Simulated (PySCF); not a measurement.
Compound: C₃H₁₀OSi₂.
SMILES with atom numbers: `[CH2:1]=[CH:2][Si@@H:3]([OH:4])[CH2:5][SiH3:6]` (hydrogens: H7, H8 on C1; H9 on C2; H10 on Si3; H11 on O4; H12, H13 on C5; H14, H15, H16 on Si6)

Structure optimised with GFN2-xTB, isolated species.

Problem. What internal coordinates does the optimisation give?

Solution. 
| bond | length (Å) | order |
| --- | --- | --- |
| C1=C2 | 1.324 | double |
| C2–Si3 | 1.889 | single |
| Si3–O4 | 1.630 | single |
| Si3–C5 | 1.905 | single |
| C5–Si6 | 1.897 | single |
| C1–H7 | 1.079 | single |
| C1–H8 | 1.080 | single |
| C2–H9 | 1.083 | single |
| Si3–H10 | 1.460 | single |
| O4–H11 | 0.953 | single |
| C5–H12 | 1.092 | single |
| C5–H13 | 1.089 | single |
| Si6–H14, Si6–H15, Si6–H16 | 1.466 | single |

Bonds in one row agree within 0.01 Å and their mean is given. Orders are formal, as drawn. A selection of angles:
| angle | degrees |
| --- | --- |
| C2–C1–H7 | 121.3 |
| C2–C1–H8 | 123.0 |
| H7–C1–H8 | 115.7 |
| C1–C2–Si3 | 124.6 |
| C1–C2–H9 | 117.9 |
| Si3–C2–H9 | 117.5 |
| C2–Si3–O4 | 111.6 |
| C2–Si3–C5 | 107.7 |
| C2–Si3–H10 | 111.8 |
| O4–Si3–C5 | 112.1 |
| O4–Si3–H10 | 100.6 |
| C5–Si3–H10 | 113.0 |
| Si3–O4–H11 | 121.4 |
| Si3–C5–Si6 | 114.8 |
| Si3–C5–H12 | 109.6 |
| Si3–C5–H13 | 108.6 |
| Si6–C5–H12 | 108.8 |
| Si6–C5–H13 | 108.8 |
| H12–C5–H13 | 105.7 |
| C5–Si6–H14 | 109.1 |
| H14–Si6–H15 | 108.3 |
| H14–Si6–H16 | 109.2 |

Torsions: C1–C2–Si3–O4 5° (synperiplanar); C2–Si3–C5–Si6 -173° (antiperiplanar); H11–O4–Si3–C2 62° (synclinal).

O4 (silanol oxygen) is bent (angle 121.4°). Si6 (SiH3 silicon) is tetrahedral (angles from 108.3° to 110.2°). Si3 (oxygen-bound silicon) is distorted tetrahedral (angles from 100.6° to 113.0°).

Point group: C1 (no symmetry element, even within 0.4 Å). Stationary, but not proved a minimum. One conformer, not necessarily the lowest (C1–C2–Si3–O4 5°, C2–Si3–O4–H 62°, C2–Si3–C5–Si6 -173°).

The numbers are calculated, not measured.
